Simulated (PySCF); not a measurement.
## Correlation energy of Te²⁺ (tellurium, charge +2)

[Kr] 4d10 5s1 5p3, 5s spin antiparallel (an excited configuration). All numbers are calculated (PySCF 2.14, the spin-free X2C one-electron Hamiltonian (Gaussian nucleus), in aug-cc-pVQZ-DK3 (9s8p6d3f2g, 102 functions)). Frozen: [Kr] 4d10; 4 electrons correlated.

MP2 pair energies summed by pair of shells (mhartree):

```json
{"pair": "5s-5p", "energy": "-91.08", "share (%)": "85.7"}
{"pair": "5p-5p", "energy": "-15.22", "share (%)": "14.3"}
```

Total MP2 correlation energy: -106.30 mhartree.

Same-spin part -15.22 and opposite-spin part -91.08 mhartree; SCS-MP2 scales them by 1/3 and 6/5 to -114.37 mhartree.
